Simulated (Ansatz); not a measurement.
Reaction (ligand exchange at the Si–N bond): `[SiH3][NH][SbH2]` + `[OH][Al]([OH])[OH]` → `[OH][Al]([OH])[O][SiH3]` + `[NH2][SbH2]`

Program: Ansatz. Geometries: PBE0-D4/def2-TZVP. ΔE: electronic, gas phase. CCSD(T)/CBS adds triple-zeta CCSD(T) − MP2 to the extrapolated MP2 energy (def2 sets, frozen cores). This one scheme is used for every species. Functionals use def2-TZVPP. Elements past krypton have def2 core potentials. For Sb outer-core shells are correlated without core-valence functions, which leaves a few kJ/mol of doubt a bond. One conformer a species, not always the lowest.

```json
{"level": "ωB97M-V", "ΔE (kJ/mol)": "-50.0"}
{"level": "r2SCAN", "ΔE (kJ/mol)": "-52.9"}
{"level": "PBE0", "ΔE (kJ/mol)": "-50.0"}
{"level": "CCSD(T)/def2-TZVPP", "ΔE (kJ/mol)": "-50.6"}
```

Problem. What does CCSD(T)/CBS give? (An estimate is asked.)

Solution. Ansatz gave: -49.0 kJ/mol. The listed levels differ from it by -1.0, -3.9, -1.0, -1.6 kJ/mol.

Largest T1 diagnostic among the species: 0.013.

In def2-TZVPP, CCSD(T) changes the Hartree–Fock value by +16.4 kJ/mol (the triples alone add +2.3 kJ/mol) and MP2 by +19.1 kJ/mol. The D4 term adds +5.3 kJ/mol with B3LYP and +2.6 kJ/mol with PBE0; it sums over pairs of atoms, weighted by their polarisabilities, and B3LYP, whose exchange is more repulsive, gets the larger term.

B3LYP here is the variant with VWN-RPA as its local correlation; programs differ in this.
